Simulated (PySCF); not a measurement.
## Excitation energy of Si by level of theory

Si [Ne] 3s2 3p2 (3P) → Si [Ne] 3s2 3p1 4s1 (3P), as a difference of total energies. All numbers are calculated (PySCF 2.14, the spin-free X2C one-electron Hamiltonian (Gaussian nucleus), in x2c-QZVPPall with one added diffuse shell each of s, p, d, f type (10s7p5d3f1g, 86 functions)). Correlated levels: valence and next inner shell: 1s2 frozen. The calculations carry no spin-orbit coupling.

```json
{"method": "UHF", "excitation energy (eV)": "4.756"}
{"method": "MP2 (valence and next inner shell)", "excitation energy (eV)": "4.961"}
{"method": "SCS-MP2 (valence and next inner shell)", "excitation energy (eV)": "4.928"}
{"method": "CCSD (valence and next inner shell)", "excitation energy (eV)": "4.961"}
{"method": "CCSD(T) (valence and next inner shell)", "excitation energy (eV)": "4.974"}
```

**Question.** How much does correlation contribute at CCSD(T) (valence and next inner shell)?

**Answer.** 4.974 − (4.756) = 0.218 eV, measured against UHF.

The promoted electron is Rydberg-like, and one or two diffuse shells describe it only roughly, which tends to raise the upper state.
